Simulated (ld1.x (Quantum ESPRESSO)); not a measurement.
**u(r) = r·R(r): atom against pseudo-atom (Cd)**

Columns: radius, all-electron u(r) and pseudo u(r) of the 5p shell (level -4.11 eV) of cadmium in the configuration [Kr] 4d10 5s1.5 5p0; PBE, scalar-relativistic, RRKJ scheme, ld1.x (Quantum ESPRESSO) 7.5.

```
r (bohr)  all-electron   pseudo
   0.120        0.0275  -0.0003
   0.240       -0.1282  -0.0014
   0.360       -0.0680  -0.0041
   0.480        0.0701  -0.0094
   0.600        0.1732  -0.0187
   0.720        0.2125  -0.0330
   0.840        0.1968  -0.0532
   0.960        0.1448  -0.0794
   1.080        0.0734  -0.1113
   1.200       -0.0053  -0.1483
   1.320       -0.0838  -0.1888
   1.440       -0.1581  -0.2315
   1.560       -0.2259  -0.2746
   1.680       -0.2863  -0.3169
   1.800       -0.3391  -0.3569
   1.920       -0.3846  -0.3939
   2.040       -0.4232  -0.4273
   2.160       -0.4555  -0.4568
   2.280       -0.4820  -0.4821
   2.400       -0.5031  -0.5031
   2.520       -0.5196  -0.5196
   2.640       -0.5317  -0.5317
   2.760       -0.5401  -0.5401
   2.880       -0.5451  -0.5451
   3.000       -0.5471  -0.5471
   3.120       -0.5466  -0.5466
```

(1) How many radial nodes do the two functions have?

(2) At about which radius was the pseudo-wave matched?

(3) Where does each function peak?

(4) Is the pseudo-wave norm-conserving?

Results:

(1) The all-electron 5p function has n − l − 1 = 3; the pseudo-wave has 0, since the states of the same l below it are removed with the core.

(2) 2.40 bohr, where the columns begin to agree (steps of 0.12 bohr).

(3) Outermost all-electron maximum near 3.00 bohr, pseudo maximum near 3.00 bohr (to the table’s step).

(4) Yes: the RRKJ scheme keeps the norm inside the radius equal to the all-electron one, which fixes the energy derivative of the logarithmic derivative at the level.
